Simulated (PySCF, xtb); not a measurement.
Si(Cl)(Me)(SiH3)2 (CH₉ClSi₃), SMILES Cl[Si]([SiH3])([SiH3])C.

xtb with GFN2-xTB at its own geometry gives an orbital gap of 3.72 eV and a dipole moment of 1.56 D.

Coordinates come from a PBE0-D3(BJ)/def2-SVP optimisation.

### Question
What does PBE/def2-TZVP (PySCF) give? (The exact figures need the calculation; the answer reports its results.)

### Answer
gap 5.02 eV (levels -6.50 and -1.48 eV), dipole 1.70 D.
